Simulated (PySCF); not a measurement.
PySCF job for CHO2, SMILES O=C=[OH+], charge +1, B3LYP/pcJ-1. Coordinates come from a B3LYP-D3(BJ)/def2-TZVP optimisation. The isomer is the one that the SMILES or the coordinates give; other isomers of the formula were not compared.

```python
import numpy as np
from pyscf import gto, scf, dft
from pyscf.prop.ssc import rks as ssc

mol = gto.M(
    atom='''
    O    -0.01680429    1.23176702    0.00000000
    C    -0.01222925    0.10985009    0.00000000
    O     0.11138625   -1.10263785    0.00000000
    H    -0.68328022   -1.69213392    0.00000000
    ''',
    basis='pcJ-1',
    charge=1,
    spin=0,
    max_memory=1600,
    verbose=3,
)
mf = dft.RKS(mol, xc='b3lyp')
mf.grids.level = 3
mf.conv_tol = 1e-10
mf.max_cycle = 100
mf.kernel()
j = ssc.SSC(mf)
j.with_fcsd = True
j.max_cycle_cphf = 80
j.conv_tol = 1e-7
e11 = j.kernel()
```

Log of the run:

```
converged SCF energy = -188.802192309333
Reduced spin-spin coupling constant K (Hz)
               #0        #1        #2        #3
        0 O    0.00000
        1 C   -8.98247   0.00000
        2 O   -1.09119  -4.14911   0.00000
        3 H    0.36528   0.87137  31.28385   0.00000
Spin-spin coupling constant J (Hz)
               #0        #1        #2        #3
        0 O    0.00000
        1 C    9.55893   0.00000
        2 O   -0.62616   4.41538   0.00000
        3 H   -1.54560   6.83754 -132.36987   0.00000
```

The run converged.

Cost: around 22 core-seconds (rough).
